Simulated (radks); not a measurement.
The potassium anion K-, [Ar] 4s2, held by a Watson sphere: a shell of charge +1 at radius R that stands for the Madelung well of a crystal (potential energy -1/R inside, -1/r outside, in hartree with lengths in bohr). All-electron calculation, scalar-relativistic Kohn-Sham, PBEsol, spin-polarised, spherical densities, finite nucleus; Fermi nuclear charge, rms radius of each element as measured or else 0.836 A^(1/3) + 0.57 fm. Program: a radial shooting solver on a logarithmic mesh with Libxc functionals. Response by self-consistent Sternheimer equations with the Hartree and adiabatic LDA kernel, the relativistic mass of each level held fixed and spin-orbit coupling left out. The sphere does not respond.

| R (bohr) | e(3s) (eV) | e(3p) (eV) | e(4s) (eV) | <r> 4s (bohr) | sum of <r^2> (bohr^2) | X-ray form factor at sin(theta)/lambda = 0.2 1/angstrom | alpha (bohr^3) |
|---|---|---|---|---|---|---|---|
| 2.49 | -37.821 | -21.399 | -3.597 | 4.219 | 60.54 | 13.661 | 174.1 |
| 2.79 | -37.027 | -20.618 | -3.559 | 4.277 | 61.71 | 13.651 | 181.3 |
| 2.97 | -36.638 | -20.230 | -3.528 | 4.320 | 62.55 | 13.649 | 187.2 |
| 3.75 | -35.504 | -19.084 | -3.341 | 4.557 | 67.17 | 13.660 | 224.5 |
| 3.98 | -35.291 | -18.866 | -3.275 | 4.635 | 68.75 | 13.667 | 238.7 |
| 4.2 | -35.121 | -18.692 | -3.209 | 4.712 | 70.33 | 13.674 | 253.4 |
| 4.29 | -35.060 | -18.629 | -3.182 | 4.743 | 70.99 | 13.676 | 259.7 |
| 4.48 | -34.944 | -18.509 | -3.124 | 4.809 | 72.40 | 13.682 | 273.5 |
| 4.84 | -34.764 | -18.324 | -3.013 | 4.934 | 75.14 | 13.692 | 301.6 |
